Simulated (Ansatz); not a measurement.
`FC(F)(F)CO[Si](Cl)(Cl)OCC(F)(F)F`, charge 0, multiplicity 1.

Problem. Give a relaxed structure at PBE0-D4/def2-TZVP (Ansatz). (An estimate is asked.)

Solution. The calculation gave: 
Z-matrix (Å, degrees):
```
C
F 1 1.338
F 1 1.332 2 107.5
F 1 1.336 2 107.9 3 116.4
C 1 1.514 2 111.6 3 -123.3
O 5 1.402 1 108.7 2 60.3
H 5 1.093 1 108.0 2 -179.8
H 5 1.094 1 107.5 2 -62.2
Si 6 1.622 5 125.8 1 -139.5
O 9 1.622 6 111.9 5 54.6
Cl 9 2.020 6 105.4 5 176.0
Cl 9 2.020 6 111.5 5 -63.1
C 10 1.402 9 125.8 6 55.1
C 13 1.514 10 108.7 9 -139.6
H 13 1.094 10 112.9 9 -20.4
H 13 1.093 10 110.5 9 102.1
F 14 1.338 13 111.6 10 60.4
F 14 1.336 13 109.5 10 179.8
F 14 1.332 13 112.0 10 -60.2
```
Point group C2.
This is one stationary point; other conformers may exist.
